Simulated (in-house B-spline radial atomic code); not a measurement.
A fraction x of an electron is removed from 4d in the cadmium ion Cd³⁺, starting from [Kr] 4d9 and keeping the highest spin. Level of theory: scalar-relativistic (X2C) TPSS, spin-polarised, spherical fractional occupations, Fermi nucleus of rms radius 4.6087 fm; calculated with an all-electron radial atomic-structure program (B-spline basis).

```tsv
x	E(x) - E(0) (eV)	4d down level (eV)
0	0.0000	-45.308
0.11	5.0784	-47.030
0.2	9.3749	-48.449
0.36	17.3301	-50.995
0.46	22.5098	-52.601
0.5	24.6268	-53.247
0.61	30.5820	-55.031
0.73	37.3032	-56.992
0.85	44.2608	-58.969
0.98	52.0668	-61.127
1	53.2927	-61.461
```

The exact functional would give a straight line between the two integer points. Deviations E(x) - E(0) - x[E(1) - E(0)], in eV: -0.784 at x = 0.11, -1.284 at x = 0.2, -1.855 at x = 0.36, -2.005 at x = 0.46, -2.02 at x = 0.5, -1.927 at x = 0.61, -1.6 at x = 0.73, -1.038 at x = 0.85, -0.16 at x = 0.98.

The curve lies below the straight line by up to 2.02 eV (at x = 0.5): convex, the delocalisation error that favours fractional charges.

Task: How well does Slater's transition state (minus the level at half occupation) give the ionisation energy?

Result: It gives 53.247 eV against 53.293 eV from the two total energies; NIST lists 51.00 eV, ground level to ground level.
